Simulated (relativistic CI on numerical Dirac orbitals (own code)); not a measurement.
**Hyperfine structure of Nd14+, mass number 143**

Computed by Dirac-Coulomb-Breit CI, orbitals from a KLI potential per configuration, QED by a radiative potential, unscaled Slater integrals (own radial code, finite nucleus).

Configuration list (outside the closed core [Ar] 3d10): 4s2 4p6 4d10, 4s2 4p6 4d9 4f, 4s2 4p6 4d9 5s, 4s2 4p5 4d10 4f, 4s2 4p6 4d9 5p, 4s 4p6 4d10 4f, 4s2 4p6 4d9 5d, 4s2 4p6 4d9 6s, 4s2 4p5 4d10 5s. Double excitations out of closed p, d and f shells are left out; levels of such configurations are missing from the list, as are those of other unlisted configurations, and high levels can miss mixing partners.

Nuclear spin I = 7/2, μ = -1.065 μN, Q = -0.61 b (tables of Stone and Pyykkö). The electronic factors are computed for point nuclear moments, without core polarisation or the Bohr-Weisskopf and QED corrections.

```tsv
Level	E (cm⁻¹)	A (MHz)	B (MHz)
4s2 4p6 4d9 4f 3P°_1	952353	3.376	-355
4s2 4p6 4d9 4f 3P°_2	964442	125.2	-491
4s2 4p6 4d9 4f 3H°_6	978321	-511.6	3200
4s2 4p6 4d9 4f 3H°_5	981655	-666.7	3210
4s2 4p6 4d9 4f 3F°_3	995467	-546.4	-731
4s2 4p6 4d9 4f 3H°_4	997251	-839	3100
4s2 4p6 4d9 4f 3F°_4	1000837	-479.2	-1210
4s2 4p6 4d9 5s 3D_3	1005578	-7363	4100
```

Levels with J = 0, under 50 % of one LS term, or S terms without an open s electron are left out. Small factors come from cancelling terms and can be off by tens of per cent or more.

At this charge energies of transitions that change n are usually good to better than 1 %, and those within a shell (Δn = 0) to a few per cent. Levels and lines within the n = 5 or 6 shells can be off by up to 10 % or somewhat more, and those that change n by about 2 %, since core polarisation is missing.

Task: Give the hyperfine levels of 4s2 4p6 4d9 4f 3H°_6 relative to its centre of gravity.

Result: With K = F(F + 1) − I(I + 1) − J(J + 1), E = AK/2 + B[¾K(K + 1) − I(I + 1)J(J + 1)]/[2I(2I − 1)J(2J − 1)]: F = 5/2: 13810, F = 7/2: 11470, F = 9/2: 8592, F = 11/2: 5263, F = 13/2: 1600, F = 15/2: -2263, F = 17/2: -6169, F = 19/2: -9943 MHz.

LS names give the leading component of a level, which can be under half, so a name can repeat, a term be missing and a line seem to break the LS rules.
